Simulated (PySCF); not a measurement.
Start geometry of `[C]1(=CC=[CH][GeH2]1)F` from GFN2-xTB (Å):
```
atom  x, y, z in Å
F1    -2.0496    1.5158   -0.5456
C2    -0.9873    0.7992   -0.2666
C3     0.1868    1.3461   -0.0022
C4     1.3091    0.4031    0.2896
C5     0.9939   -0.9153    0.2554
Ge6   -0.8891   -1.1477   -0.1834
H7     0.4083    2.4083    0.0204
H8     2.2742    0.7962    0.5140
H9     1.7402   -1.6530    0.4880
H10   -1.7567   -1.7525    0.8922
H11   -1.1915   -1.8259   -1.4776
```

What comes out of this run: PBE0-D3(BJ)/def2-SVP geometry optimisation, gas phase in PySCF?

```
atom  x, y, z in Å
F1    -2.2315    1.3898   -0.6122
C2    -1.1328    0.6993   -0.3364
C3     0.0596    1.2659   -0.0840
C4     1.1608    0.3284    0.2046
C5     0.9193   -0.9997    0.1973
Ge6   -0.9550   -1.2538   -0.2248
H7     0.2144    2.3484   -0.0889
H8     2.1530    0.7406    0.4197
H9     1.6901   -1.7431    0.4051
H10   -1.8098   -1.8691    0.8932
H11   -1.2450   -1.9578   -1.5587
```

The energy falls by 0.128 eV over 7 energy and gradient evaluations, the largest force component goes from 0.0453 to 1.2e-04 Eh/bohr, and the atoms move by 0.034 Å rms after alignment. The bond that changes most is Ge6–H11 (ends: germanium bonded to 2 C and 2 H; Ge–H hydrogen), which lengthens by 0.044 Å. Bonds longer at the end by more than 0.005 Å: 8 of 11; shorter: 3. Among the angles that change most is C4–C3–H7, from 117.4° to 121.6°. Rotational constants go from 3311, 2579, 1475 to 3360, 2522, 1467 MHz. The orientation of the end geometry is arbitrary; only internal coordinates are fixed.

The run used 127 basis functions and 47 SCF cycles in all. Hardware: one thread, Arm Neoverse V2 (aarch64), shared host. Cost: 42 s, 0.54 GiB resident at most.

Not checked by PBE0-D3(BJ)/def2-SVP frequencies.
